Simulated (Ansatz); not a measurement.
Coupled-cluster diagnostics for BiCl₃, Ansatz.

Geometry of the singlet (r2SCAN-D4/def2-SVP):

```xyz
4

Bi   -0.0669   -0.8453    0.2542
Cl    0.6475    0.8347    1.9155
Cl   -2.0827    0.2918   -0.6038
Cl    1.5020   -0.2811   -1.5659
```

In the def2 sets Bi takes a core potential; there is no spin–orbit coupling. Correlated methods freeze 19 core orbitals; core or outer-core shells of Bi are correlated, in sets that lack core-valence functions.

Problem. Estimate the CCSD(T) correlation energy, the shares of MP2 and (T), T1 and the reference's ⟨S²⟩ for: charge 0, singlet, own geometry in def2-TZVPP; and the rough time on 4 threads of Arm Neoverse V2 on a shared host.

Solution. 
| state | basis | correlation (eV) | MP2 share (%) | (T) share (%) | T1 | ⟨S²⟩ (pure) | wall time |
| --- | --- | --- | --- | --- | --- | --- | --- |
| charge 0, singlet, own geometry | def2-TZVPP | -28.372 | 95.3 | 3.8 | 0.013 | 0.00 (0.00) | 16 s |
Customary marks for T1 are 0.02 (closed shells), 0.045 (open shells) and about 0.05 (3d metals). T1 stays under 0.02 throughout.
